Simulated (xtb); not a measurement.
C$_{7}$H$_{5}$N, charge -1, doublet, at a GFN2-xTB geometry (a state made from the parent by changing its charge; the spin is typed, not shown lowest); xtb 6.7.1 with GFN2-xTB.

Input for xtb:
```
$ xtb mol.xyz --gfn 2 --chrg -1 --uhf 1 --opt --json

# file mol.xyz
13

N      3.14477028     0.55962815     0.02102041
C      1.98836060     0.35383906     0.01329069
C      0.63963724     0.11382676     0.00427549
C     -0.31643688     1.18338098     0.09267460
C     -1.65509743     0.92942545     0.08252361
C     -2.15309489    -0.38315438    -0.01439181
C     -1.23165529    -1.44313803    -0.10181937
C      0.11244861    -1.21968175    -0.09403811
H      0.05563323     2.20050760     0.16787074
H     -2.36035453     1.75536716     0.15055924
H     -3.21939165    -0.57290741    -0.02151920
H     -1.60774906    -2.46151173    -0.17708301
H      0.81349831    -2.04584114    -0.16206125
```

Output, abridged:

```
   ID    Z sym.   atoms
    1    7 N      1
    2    6 C      2-8
    3    1 H      9-13

           -------------------------------------------------
          |                Calculation Setup                |
           -------------------------------------------------

           -------------------------------------------------
          |                 G F N 2 - x T B                 |
           -------------------------------------------------

          ...................................................
          :                      SETUP                      :
          :.................................................:
          :  # basis functions                  37          :
          :  # atomic orbitals                  37          :
          :  # shells                           21          :
          :  # electrons                        39          :
          :  max. iterations                   250          :
          :  Hamiltonian                  GFN2-xTB          :
          :  restarted?                      false          :
          :  GBSA solvation                  false          :
          :  PC potential                    false          :
          :  electronic temp.          300.0000000     K    :
          :  accuracy                    1.0000000          :
          :  -> integral cutoff          0.2500000E+02      :
          :  -> integral neglect         0.1000000E-07      :
          :  -> SCF convergence          0.1000000E-05 Eh   :
          :  -> wf. convergence          0.1000000E-03 e    :
          :  Broyden damping             0.4000000          :
          :  net charge                         -1          :
          :  unpaired electrons                  1          :
          ...................................................

 iter      E             dE          RMSdq      gap      omega  full diag
   1    -20.9395877 -0.209396E+02  0.535E+00    1.07       0.0  T
   2    -20.9545341 -0.149463E-01  0.330E+00    0.73       1.0  T
   3    -20.9205654  0.339686E-01  0.211E+00    1.04       1.0  T
   4    -20.9667826 -0.462172E-01  0.563E-01    1.01       1.0  T
   5    -20.9687927 -0.201003E-02  0.166E-01    0.92       1.0  T
   6    -20.9688970 -0.104289E-03  0.491E-02    0.92       1.0  T
   7    -20.9689070 -0.100341E-04  0.256E-02    0.93       1.1  T
   8    -20.9689079 -0.878574E-06  0.554E-03    0.92       5.0  T
   9    -20.9689081 -0.268612E-06  0.238E-03    0.92      11.7  T
[...]
         :: total energy             -20.571651270304 Eh    ::
 * total energy  :   -20.5716513 Eh     change       -0.5550405E-10 Eh
   *** GEOMETRY OPTIMIZATION CONVERGED AFTER 1 ITERATIONS ***
         :: total energy             -20.571651270359 Eh    ::
[...]
    12   1 H        0.925    -0.045     3.967     3.115
    13   1 H        0.925    -0.038     3.806     3.051

 Mol. C6AA /au·bohr⁶  :       2875.205616
 Mol. C8AA /au·bohr⁸  :      70595.088066
 Mol. α(0) /au        :         86.009560

Wiberg/Mayer (AO) data.
largest (>0.10) Wiberg bond orders for each atom

 ---------------------------------------------------------------------------
     #   Z sym  total        # sym  WBO       # sym  WBO       # sym  WBO
 ---------------------------------------------------------------------------
     1   7 N    2.807 --     2 C    2.544     3 C    0.129
     2   6 C    3.940 --     1 N    2.544     3 C    1.283
     3   6 C    3.920 --     2 C    1.283     4 C    1.193     8 C    1.193
                             1 N    0.129
     4   6 C    3.970 --     5 C    1.569     3 C    1.193     9 H    0.971
     5   6 C    3.984 --     4 C    1.569     6 C    1.317    10 H    0.968
     6   6 C    3.841 --     7 C    1.317     5 C    1.317    11 H    0.973
     7   6 C    3.984 --     8 C    1.569     6 C    1.317    12 H    0.968
     8   6 C    3.970 --     7 C    1.569     3 C    1.193    13 H    0.971
     9   1 H    0.999 --     4 C    0.971
    10   1 H    0.997 --     5 C    0.968
    11   1 H    0.997 --     6 C    0.973
    12   1 H    0.997 --     7 C    0.968
    13   1 H    0.999 --     8 C    0.971
 ---------------------------------------------------------------------------

Topologies differ in total number of bonds
Writing topology from bond orders to xtbtopo.mol

molecular dipole:
                 x           y           z       tot (Debye)
 q only:       -1.262      -0.225      -0.008
   full:       -1.810      -0.322      -0.012       4.672
molecular quadrupole (traceless):
                xx          xy          yy          xz          yz          zz
 q only:      -18.910      -4.603       6.151      -0.132      -0.476      12.759
  q+dip:      -20.284      -5.571      10.030      -0.215       0.022      10.254
   full:      -22.800      -6.056      10.159      -0.218      -0.149      12.641

optimized geometry written to: xtbopt.xyz

           -------------------------------------------------
          | TOTAL ENERGY              -20.571651270359 Eh   |
          | GRADIENT NORM               0.000081630160 Eh/α |
          | HOMO-LUMO GAP               0.923833342768 eV   |
           -------------------------------------------------

normal termination of xtb
```
